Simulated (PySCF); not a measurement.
Species: C₅H₉NSi.
Geometry (GFN2-xTB, Å), atoms numbered from 1 in this order:
```
atom  x, y, z in Å
C1    -2.9089    0.7363    0.2874
N2    -2.8841   -0.5756   -0.2807
C3    -1.8236   -1.2637   -0.3016
C4    -0.5415   -0.9108    0.1862
C5     0.5331   -0.5808    0.6249
C6     1.8358   -0.2103    1.1005
Si7    2.9189    0.4667   -0.3303
H8    -1.9398    1.0815    0.6700
H9    -3.2663    1.4269   -0.4789
H10   -3.6415    0.7370    1.0972
H11   -1.8957   -2.2514   -0.7504
H12    1.7340    0.5476    1.8812
H13    2.3186   -1.0836    1.5453
H14    3.0645   -0.5746   -1.3468
H15    2.2693    1.6492   -0.8935
H16    4.2197    0.8146    0.2456
```

Level of theory: TDDFT PBE0/def2-SVPD, vertical, gas phase, core orbitals frozen in the response (PySCF).

Transition dipole moments from the ground state, in atomic units and in the frame of the coordinates above (overall signs are arbitrary), for the states with f of 0.002 or more among the lowest 7:

| state | E (hartree) | μx | μy | μz |
| --- | --- | --- | --- | --- |
| S1 | 0.1622 | -0.041 | -0.064 | 0.145 |
| S2 | 0.1907 | 0.233 | 0.029 | 0.009 |
| S3 | 0.1999 | 1.682 | -0.093 | 0.069 |
| S6 | 0.2425 | 0.030 | 0.120 | 0.046 |
| S7 | 0.2493 | 0.194 | 0.031 | 0.019 |

What oscillator strength does each state have?

f = (2/3) ΔE |μ|² with ΔE in hartree (27.2114 eV).

```csv
state,|μ|² (au),|μ| (D),f
S1,0.027,0.42,0.003
S2,0.055,0.60,0.007
S3,2.844,4.29,0.379
S6,0.017,0.34,0.003
S7,0.039,0.50,0.006
```

What peak molar absorption coefficient would the strongest computed level give as a lone Gaussian band 0.3 eV wide at half height?

ε(max) = 2.175×10⁸ f / FWHM, with the width in cm⁻¹. S3: 2.175×10⁸ × 0.3790 / 2420 ≈ 34000 L mol⁻¹ cm⁻¹.
